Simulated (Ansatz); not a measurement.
Reaction (ligand exchange at a B–C bond): `CCB1CC1` + HCl → `ClB1CC1` + `CC`

Gas-phase electronic energies from Ansatz, PBE0-D4/def2-TZVP geometries. CBS: MP2 limit from def2 TZ/QZ plus the TZ coupled-cluster correction, frozen cores. This one scheme is used for every species. One conformer a species, not always the lowest.

```json
{"species": "`CCB1CC1`", "MP2/def2-TZVPP energy (Eh)": "-182.19898"}
{"species": "HCl", "MP2/def2-TZVPP energy (Eh)": "-460.30264"}
{"species": "`ClB1CC1`", "MP2/def2-TZVPP energy (Eh)": "-562.90453"}
{"species": "`CC`", "MP2/def2-TZVPP energy (Eh)": "-79.63077"}
```

Task: Work out ΔE.

Result: ΔE = (-562.90453) + (-79.63077) − (-182.19898) − (-460.30264) = -0.03368 Eh = -0.92 eV. CCSD(T)/CBS gives -0.88 eV.

Largest T1 diagnostic among the species: 0.011.

In def2-TZVPP, CCSD(T) changes the Hartree–Fock value by +0.07 eV (the triples alone add −0.01 eV) and MP2 by +0.04 eV. The D4 term adds +0.04 eV with B3LYP and +0.03 eV with PBE0; it sums over pairs of atoms, weighted by their polarisabilities, and B3LYP, whose exchange is more repulsive, gets the larger term.

B3LYP here is the variant with VWN-RPA as its local correlation; programs differ in this.
